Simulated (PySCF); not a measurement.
Gas-phase reaction: 2 GaH₂Cl + H₂ → 2 GaH₃ + 2 Cl

Computed with PySCF and rigid-rotor harmonic-oscillator thermochemistry at 1 bar. † marks an energy on the PBE0/def2-TZVP geometry and frequencies; other levels use their own. MP2 and CCSD(T) freeze the core. Open shells (unrestricted): Cl (multiplicity 2, electronic degeneracy 6); the rest are closed-shell singlets. Spin-orbit splitting is ignored; it lowers the true energy and changes the entropy of Cl. Ga: all electrons, no relativistic terms. GaH₂Cl, GaH₃: computed as isolated molecules; such fragments, hydroxides, amides, oligomers or adducts are transient or little studied in the gas. MP2 isn't extrapolated to the basis-set limit; its ΔH°(298 K) is 635.9 kJ in def2-SVP and 681.8 kJ in def2-TZVPP. CCSD(T) isn't extrapolated to the basis-set limit; its ΔH°(298 K) is 607.1 kJ in def2-SVP and 641.5 kJ in def2-TZVPP. The harmonic model lacks anharmonicity and excited electronic states, which grow with temperature; levels with a mode under 35 cm⁻¹ are left out.

| level | ΔE electronic, kJ | ΔH°(298 K), kJ | ΔS°(298 K), J/K | ΔG°(1000 K), kJ |
|---|---|---|---|---|
| CCSD(T)/def2-SVP† | 610 | 607 | 114 | 495 |
| M06-2X/def2-TZVP† | 694 | 691 | 114 | 579 |
| MP2/def2-SVP† | 639 | 636 | 114 | 524 |
| PBE/def2-SVP | 672 | 669 | 113 | 558 |
| PBE0/def2-SVP† | 655 | 652 | 114 | 540 |
| LDA/def2-TZVP† | 748 | 745 | 114 | 634 |
| ωB97M-V/def2-TZVP† | 667 | 664 | 114 | 552 |
ΔH° is lowest at CCSD(T)/def2-SVP† and highest at LDA/def2-TZVP†. No reference value is set beside these.
